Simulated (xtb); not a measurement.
C₂H₄N (SMILES CC#[NH+]), charge +1, singlet, geometry from GFN2-xTB; GFN2-xTB (xtb 6.7.1).

xtb was given this input:
```
$ xtb mol.xyz --gfn 2 --chrg 1 --ohess --json

# file mol.xyz
7

C     -1.20928336     0.04360792    -0.25940828
C      0.14519314    -0.00523580     0.03114597
N      1.26727056    -0.04569899     0.27184735
H     -1.49115001    -0.80869085    -0.88716666
H     -1.44702356     0.96974746    -0.79390591
H     -1.79477188     0.00961794     0.66578923
H      2.24659284    -0.08101429     0.48192575
```

Problem. Predict the main parts of the log of this xtb run.

Solution. 
```
   ID    Z sym.   atoms
    1    6 C      1, 2
    2    7 N      3
    3    1 H      4-7

           -------------------------------------------------
          |                Calculation Setup                |
           -------------------------------------------------

           -------------------------------------------------
          |                 G F N 2 - x T B                 |
           -------------------------------------------------

          ...................................................
          :                      SETUP                      :
          :.................................................:
          :  # basis functions                  16          :
          :  # atomic orbitals                  16          :
          :  # shells                           10          :
          :  # electrons                        16          :
          :  max. iterations                   250          :
          :  Hamiltonian                  GFN2-xTB          :
          :  restarted?                      false          :
          :  GBSA solvation                  false          :
          :  PC potential                    false          :
          :  electronic temp.          300.0000000     K    :
          :  accuracy                    1.0000000          :
          :  -> integral cutoff          0.2500000E+02      :
          :  -> integral neglect         0.1000000E-07      :
          :  -> SCF convergence          0.1000000E-05 Eh   :
          :  -> wf. convergence          0.1000000E-03 e    :
          :  Broyden damping             0.4000000          :
          :  net charge                          1          :
          :  unpaired electrons                  0          :
          ...................................................

 iter      E             dE          RMSdq      gap      omega  full diag
   1     -8.8298316 -0.882983E+01  0.732E+00    7.40       0.0  T
   2     -8.8929413 -0.631097E-01  0.525E+00    6.52       1.0  T
   3     -8.9438965 -0.509552E-01  0.277E+00    6.19       1.0  T
   4     -8.9477412 -0.384463E-02  0.513E-01    6.12       1.0  T
   5     -8.9483211 -0.579908E-03  0.132E-01    6.08       1.0  T
   6     -8.9483429 -0.218607E-04  0.491E-02    6.11       1.0  T
   7     -8.9483429  0.606596E-07  0.270E-02    6.10       1.4  T
   8     -8.9483467 -0.379343E-05  0.508E-03    6.11       7.4  T
   9     -8.9483468 -0.110358E-06  0.134E-03    6.11      28.2  T
  10     -8.9483468 -0.894906E-08  0.175E-04    6.11     215.8  T
  11     -8.9483468 -0.947473E-10  0.100E-04    6.11     377.2  T

   *** convergence criteria satisfied after 11 iterations ***

         :::::::::::::::::::::::::::::::::::::::::::::::::::::
         ::                     SUMMARY                     ::
         :::::::::::::::::::::::::::::::::::::::::::::::::::::
         :: total energy              -8.745653542063 Eh    ::
         :: gradient norm              0.000022306531 Eh/a0 ::
         :: HOMO-LUMO gap              6.106709457591 eV    ::
         ::.................................................::
         :: SCC energy                -8.948346726514 Eh    ::
         :: -> isotropic ES            0.121175801935 Eh    ::
         :: -> anisotropic ES         -0.027904075527 Eh    ::
         :: -> anisotropic XC          0.025000222400 Eh    ::
         :: -> dispersion             -0.001558659349 Eh    ::
         :: repulsion energy           0.202693184451 Eh    ::
         :: add. restraining           0.000000000000 Eh    ::
         :: total charge               1.000000000000 e     ::
         :::::::::::::::::::::::::::::::::::::::::::::::::::::

      -----------------------------------------------------------
     |                   =====================                   |
     |                        A N C O P T                        |
     |                   =====================                   |
[...]
 * total energy  :    -8.7456535 Eh     change       -0.5666401E-10 Eh
   *** GEOMETRY OPTIMIZATION CONVERGED AFTER 1 ITERATIONS ***
         :: total energy              -8.745653542119 Eh    ::
[...]
It seems to be the C3v point group
  17: 11.91  18:  1.96  19:  1.96  20:  1.29  21:  2.43
 IR intensities (km·mol⁻¹)
   1:  4.93   2: 18.04   3:  4.64   4: 17.69   5: 15.97   6:  8.40   7:  2.93   8:  2.98
   9:195.62  10:195.18  11: 26.66  12: 26.59  13: 14.44  14: 59.42  15: 59.03  16:189.88
  17:369.80  18: 53.08  19: 53.09  20: 65.73  21:731.90
 Raman intensities (Ä⁴*amu⁻¹)
   1:  0.00   2:  0.00   3:  0.00   4:  0.00   5:  0.00   6:  0.00   7:  0.00   8:  0.00
   9:  0.00  10:  0.00  11:  0.00  12:  0.00  13:  0.00  14:  0.00  15:  0.00  16:  0.00
  17:  0.00  18:  0.00  19:  0.00  20:  0.00  21:  0.00
 output can be read by thermo (or use thermo option).
 writing <g98.out> molden fake output.
 recommended (thermochemical) frequency scaling factor: 1.0
           -------------------------------------------------
          |             Thermodynamic Functions             |
           -------------------------------------------------

c3v symmetry found (for desy threshold:  0.10E+00) used in thermo

          ...................................................
          :                      SETUP                      :
          :.................................................:
          :  # frequencies                          15      :
          :  # imaginary freq.                       0      :
          :  linear?                             false      :
          :  only rotor calc.                    false      :
          :  symmetry                              c3v      :
          :  rotational number                       3      :
          :  scaling factor                  1.0000000      :
          :  rotor cutoff                   50.0000000 cm⁻¹ :
          :  imag. cutoff                  -20.0000000 cm⁻¹ :
          :.................................................:

    mode    ω/cm⁻¹     T·S(HO)/kcal·mol⁻¹    T·S(FR)/kcal·mol⁻¹   T·S(vib)
   ------------------------------------------------------------------------
   ------------------------------------------------------------------------

   temp. (K)  partition function   enthalpy   heat capacity  entropy
                                   cal/mol     cal/K/mol   cal/K/mol   J/K/mol
 298.15  VIB   1.87                  826.444      7.274      4.014
         ROT  0.259E+04              888.752      2.981     18.600
         INT  0.484E+04             1715.197     10.255     22.614
         TR   0.264E+27             1481.254      4.968     37.120
         TOT                        3196.4505    15.2235    59.7338   249.9261

       T/K    H(0)-H(T)+PV         H(T)/Eh          T*S/Eh         G(T)/Eh
   ------------------------------------------------------------------------
    298.15    0.509387E-02    0.582215E-01    0.283814E-01    0.298401E-01
   ------------------------------------------------------------------------

         :::::::::::::::::::::::::::::::::::::::::::::::::::::
         ::                  THERMODYNAMIC                  ::
         :::::::::::::::::::::::::::::::::::::::::::::::::::::
         :: total free energy          -8.715813481295 Eh   ::
         ::.................................................::
         :: total energy               -8.745653542119 Eh   ::
         :: zero point energy           0.053127638339 Eh   ::
         :: G(RRHO) w/o ZPVE           -0.023287577514 Eh   ::
         :: G(RRHO) contrib.            0.029840060825 Eh   ::
         :::::::::::::::::::::::::::::::::::::::::::::::::::::

optimized geometry written to: xtbopt.xyz

           -------------------------------------------------
          | TOTAL ENERGY               -8.745653542119 Eh   |
          | TOTAL ENTHALPY             -8.687432035707 Eh   |
          | TOTAL FREE ENERGY          -8.715813481295 Eh   |
          | GRADIENT NORM               0.000020711912 Eh/α |
          | HOMO-LUMO GAP               6.106710665044 eV   |
           -------------------------------------------------

normal termination of xtb
```
